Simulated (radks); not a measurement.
All-electron atom: the barium ion Ba17+ in [Kr] 4d3.

Calculated with a radial shooting solver on a logarithmic mesh with Libxc functionals: non-relativistic Kohn-Sham, LDA (Slater exchange, Perdew-Wang correlation), spin-unpolarised, spherical densities, point nucleus; relativity is left out, which matters for an element this heavy.

Energy parts (hartree):
total: -7769.3208
kinetic: 7766.1569
electron-nucleus: -17824.8822
Hartree: 2460.3074
exchange-correlation: -170.9028

Orbitals (lengths in bohr, moments of r in powers of bohr; <r^-3> diverges for s and p1/2; r(max) is where P^2 peaks):
orbital,occ.,eigenvalue (hartree),<1/r>,<r^-3>,r(max)
1s,2,-1320.841,55.42,-,0.01799
2s,2,-215.8808,12.77,-,0.09910
2p,6,-204.6710,12.79,5837,0.07731
3s,2,-56.76436,4.730,-,0.2796
3p,6,-51.97243,4.666,1137,0.2661
3d,10,-43.07387,4.550,188.7,0.2145
4s,2,-21.24451,2.114,-,0.6323
4p,6,-19.40184,2.044,283.8,0.6390
4d,3,-16.15159,1.901,42.45,0.6455

The highest occupied level is 4d at -439.51 eV. Summed over all electrons, <r^2> = 7.448 bohr^2, which gives a Langevin (diamagnetic) susceptibility term of -5.9 x 10^-6 cm^3/mol. Virial ratio -V/T = 2.00041. For comparison, the ionisation energy in NIST's Atomic Spectra Database is 455 eV (theoretical). In exact Kohn-Sham theory the highest level is minus the ionisation energy, but local and semilocal functionals leave it too shallow, through self-interaction and a potential that decays too fast; potentials with the right tail come closer.

Beside tabulated values, note that spin-unpolarised runs miss the spin-polarisation part of the exchange energy of open shells.
